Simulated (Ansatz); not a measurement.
Question: Name a neutral molecule of C, O and H with LUMO energy (ωB97M-V/def2-TZVPP) between 3.00 and 3.30 eV and size of the dipole moment (ωB97M-V/def2-TZVPP) between 0.80 and 1.10 D (Ansatz, PBE0-D4/def2-TZVP geometry).

Answer: `C1COCOCCO1` (3.08 eV, 1.06 D). Other molecules can fit too; these were computed, each in one conformer that needn't be the lowest.
